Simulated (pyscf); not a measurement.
Single points on ωB97X-D3(BJ)/def2-SVP structures (PySCF, gas phase). Singlets are restricted, triplets unrestricted.

Singlet (Å):
```xyz
6

Cl     1.3310    -0.3417     1.0457
Ge    -0.6787     0.1793     0.3473
Sn    -1.3307    -1.5410    -1.5383
Cl    -3.4229    -0.3930    -1.6774
H     -1.5852     0.1326     1.5895
H     -0.5936     1.6366    -0.1404
```

Triplet (Å):
```xyz
6

Cl     2.0728     1.9868     0.6303
Ge     0.9937     0.3022    -0.1712
Sn    -1.4560     0.7244     0.6645
Cl    -2.8048    -1.0812    -0.0758
H      1.0976     0.3517    -1.7006
H      1.5871    -0.9794     0.4268
```

For these two minima of Cl–GeH₂–Sn:–Cl, which spin state lies lower at ωB97X-D3(BJ)/def2-TZVP, and by how much (electronic energies)?

The singlet, by 36.7 kcal/mol. Zero-point energy shifts E(triplet) − E(singlet) by +0.1 kcal/mol. The 7 functionals that were run give +27.1 (M06-2X) to +36.7 kcal/mol (ωB97X-D3(BJ)). Other isomers of Cl–GeH₂–Sn:–Cl [singlet] were not searched in full and may lie lower. 

E(triplet) − E(singlet) by level (kcal/mol):

| level | gap |
|---|---|
| ωB97X-D3(BJ)/def2-TZVP | +36.7 |
| PBE/def2-TZVP | +33.5 |
| r²SCAN/def2-TZVP | +30.3 |
| B3LYP-D3(BJ)/def2-TZVP | +35.7 |
| PBE0-D3(BJ)/def2-TZVP | +32.4 |
| M06-2X/def2-TZVP | +27.1 |
| ωB97M-D3(BJ)/def2-TZVP | +35.1 |
| HF/def2-TZVP | +20.4 |

The triplet is the lowest one reached from the SCF start used. Elements up to Kr have no core potential and no relativistic terms here. Elements past Kr carry the def2 core potentials, without spin-orbit coupling.
